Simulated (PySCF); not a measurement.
Level of theory: PySCF with PBE-D3(BJ)/def2-TZVP // B3LYP-D3(BJ)/def2-TZVP. Gas-phase values, no solvent. One relaxed conformer stands for a flexible species; it need not be the lowest. 

Reference species (SMILES): `OC=[SiH2]` (H–O–C–Si torsion 15°) (neutral, multiplicity 1).

The HOMO–LUMO gap is 2.88 eV and the HOMO comes out as -4.89 eV.

Changed species: `O[SiH]=C` (C–Si–O–H torsion 0°).

**Question.** Give the shifts of the HOMO–LUMO gap and HOMO.

**Answer.** the HOMO–LUMO gap rises by 1.14 eV, to 4.02 eV; the HOMO falls by 0.27 eV, to -5.16 eV.
